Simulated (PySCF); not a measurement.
C6H10OSSi2.
Z-matrix (Å and degrees, PBE0-D3(BJ)/def2-SVP geometry), rows numbered from 1:
```
C 
C   1  1.3713
S   2  1.7149  1  111.42
C   3  1.7260  2   92.81  1    -0.17
Si  4  1.8622  3  124.22  2  -176.68
C   5  1.8928  4  112.29  3    70.61
C   6  1.5449  5  105.62  4    81.46
Si  7  1.8954  6  106.38  5    36.67
O   5  1.6801  4  106.86  3   179.55
C   4  1.3805  3  110.00  2     0.10
H   1  1.0908  2  123.39  3  -179.66
H   2  1.0897  1  128.18  3   179.58
H   5  1.4898  4  111.56  3   -58.72
H   6  1.1020  5  113.15  4   -41.84
H   6  1.1041  5  108.29  4  -160.12
H   7  1.1040  6  109.84  5   -79.18
H   7  1.1018  6  112.66  5   162.03
H   8  1.4941  7  113.31  6    88.45
H   8  1.4922  7  113.99  6  -146.21
H  10  1.0917  1  124.31  2  -179.55
```

All values: PBE0/pcSseg-1 (PySCF, non-relativistic), on one gas-phase PBE0-D3(BJ)/def2-SVP geometry that isn't relaxed in the solvent. The solvent is an IEF-PCM continuum (van der Waals radii × 1.2). Specific hydrogen bonds and non-electrostatic terms are outside this model.

Gas phase at PBE0/pcSseg-1: HOMO -6.98 eV, LUMO -0.82 eV, dipole 1.76 D.

Question: What does the continuum do to the energy, the frontier levels and the dipole at PBE0/pcSseg-1 in methanol and acetonitrile?

Answer: 
```tsv
solvent	ε	E(solvent) − E(gas) (kcal/mol)	polarisation term (kcal/mol)	distortion of the solute (kcal/mol)	HOMO (eV)	LUMO (eV)	dipole (D)
methanol	32.61	-4.15	-4.64	0.49	-6.99	-0.83	2.33
acetonitrile	35.69	-4.17	-4.66	0.49	-6.99	-0.83	2.33
```

The polarisation term is half the interaction of the solute with the surface charges that it induces; the rest is the cost of distorting the solute's density. The sum is the electrostatic part of solvation alone. From methanol to acetonitrile the lowering changes by a factor 1.00, Onsager's factor (ε − 1)/(2ε + 1) by 1.00 and ε itself by 1.1.

Question: Which radius a makes the point-dipole formula ΔE = −[(ε − 1)/(2ε + 1)]·μ²/a³ give the value in acetonitrile, with the gas-phase dipole?

Answer: μ = 0.694 au and |ΔE| = 0.00664 Eh give a = 1.73 Å; the farthest nucleus lies 4.66 Å from the centroid of the nuclei, so such a sphere wouldn't even hold the nuclei. The formula assumes a rigid point dipole at the centre of a sphere.

Question: Which Hirshfeld charges (PBE0/pcSseg-1) respond most in acetonitrile (means over atoms taken as equivalent)?

Answer: 
```csv
atoms,environment,gas (e),solvent (e),change
O9,siloxane oxygen,-0.314,-0.327,-0.013
H12,aromatic hydrogen,+0.058,+0.068,+0.010
H11,aromatic hydrogen,+0.057,+0.064,+0.007
C10,aromatic CH carbon,-0.065,-0.070,-0.005
S3,thiophene-type sulfur,+0.103,+0.098,-0.005
C4,substituted aromatic carbon,-0.138,-0.144,-0.006
H17,methylene hydrogen,+0.041,+0.046,+0.005
H15,methylene hydrogen,+0.040,+0.046,+0.006
```

Time: 47 s; peak memory 1.4 GiB. Hardware: Arm Neoverse V2, one thread, no GPU, shared host with 96 logical CPUs at a one-minute load of 39. This is the whole shielding run at PBE0/pcSseg-1 in acetonitrile, SCF included.
